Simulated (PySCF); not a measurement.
## Diatomics of Si with group 15

CCSD(T) with triple-zeta basis sets in PySCF, for the lowest determinant that a PBE0 search found; no spin–orbit coupling. De refers to high-spin ground-configuration atoms.

```json
{"M": "N", "basis": "x2c-TZVPPall", "reference, frozen orbitals": "ROHF, 6", "state (unpaired electrons)": "doublet (σ ↑)", "Re (Å)": "1.585", "ωe (cm⁻¹)": "1129", "De (eV)": "4.28"}
{"M": "P", "basis": "def2-TZVPP", "reference, frozen orbitals": "ROHF, 10", "state (unpaired electrons)": "doublet (π ↑)", "Re (Å)": "2.088", "ωe (cm⁻¹)": "613", "De (eV)": "3.40"}
{"M": "As", "basis": "x2c-TZVPPall", "reference, frozen orbitals": "ROHF, 14", "state (unpaired electrons)": "doublet (π ↑)", "Re (Å)": "2.188", "ωe (cm⁻¹)": "487", "De (eV)": "3.10"}
{"M": "Bi", "basis": "def2-TZVPP", "reference, frozen orbitals": "UHF, 9", "state (unpaired electrons)": "doublet (π ↑)", "Re (Å)": "2.478", "ωe (cm⁻¹)": "368", "De (eV)": "2.38"}
```

The shortest bond is that of SiN (1.585 Å), the longest that of SiBi (2.478 Å). SiN is bound most strongly (4.28 eV) and SiBi least (2.38 eV).

The rows differ in basis set, which adds steps of its own.

The state changes along the series, so neighbouring rows are not always alike in their bonding.

Correlated steps freeze the inner cores (6 to 14 orbitals); shallow outer-core shells are correlated. UHF and ROHF references stand side by side, which adds small steps between rows. These are scalar-relativistic numbers at best; spin–orbit coupling would shift them, the dissociation energy most. The CCSD T1 diagnostic is raised in SiN, a sign that a single reference may not be enough there. States were picked by a PBE0 search and need not be the measured ground states.
